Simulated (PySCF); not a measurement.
C2H8Si2, SMILES [SiH3]/C=C/[SiH3]. Atoms are numbered in the order given.

```xyz
12

Si     0.0351     2.3181     0.0000
C     -0.4434     0.5058     0.0000
C      0.4434    -0.5058     0.0000
Si    -0.0351    -2.3181     0.0000
H      1.5251     2.4284     0.0000
H     -0.5154     3.0092    -1.2073
H     -0.5154     3.0092     1.2073
H     -1.5159     0.2599     0.0000
H      1.5159    -0.2599     0.0000
H      0.5154    -3.0092     1.2073
H      0.5154    -3.0092    -1.2073
H     -1.5251    -2.4284     0.0000
```
Charge 0, spin multiplicity 1.

Geometry: PBE0-D3(BJ)/def2-SVP.

Two levels are set side by side: PBE/pcSseg-1 (PySCF) and PBE0/pcSseg-1 (PySCF). GIAO shifts against TMS (²⁹Si), TMS (¹H), TMS (¹³C) at the same level; non-relativistic, no solvent, atoms listed together averaged. Differences are taken from unrounded values.

```tsv
quantity	PBE0	PBE	PBE minus PBE0
δ(²⁹Si) of Si1, Si4 (ppm)	-63.7	-67.4	-3.7
δ(¹³C) of C2, C3 (ppm)	158.3	156.2	-2.1
δ(¹H) of H8, H9 (ppm)	7.37	7.35	-0.01
```

Rough cost on one machine, each run with all the roots and properties that it gave: PBE0 against PBE within a factor of 2.
